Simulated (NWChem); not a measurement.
System: C₃H₂N₂O; SMILES O=C1C=NC=N1

The following NWChem deck was run.

```
start job
memory heap 200 mb stack 900 mb global 1100 mb
geometry units angstroms noautoz
  O      0.081448    -1.974154     0.000000
  C      0.000855    -0.783659     0.000000
  C      1.142780     0.237352     0.000000
  N      0.665728     1.416330     0.000000
  C     -0.768485     1.197053     0.000000
  N     -1.194625    -0.004692     0.000000
  H      2.209832    -0.003285     0.000000
  H     -1.422157     2.074867     0.000000
end
basis spherical
  * library def2-tzvp
end
dft
  xc b3lyp
  iterations 150
  semidirect filesize 400000000
  mulliken
end
task dft energy
```

All runs use the structure optimised with PBE0/def2-SVP.

Question: What results follow from this input? (B3LYP/def2-TZVP.) Quantities: energy (Ha); highest occupied level (eV); orbital gap (eV); dipole (D).

Answer: 
* **energy (Ha)**: -300.31
* **highest occupied level (eV)**: -8.11
* **orbital gap (eV)**: 4.00
* **dipole (D)**: 2.21
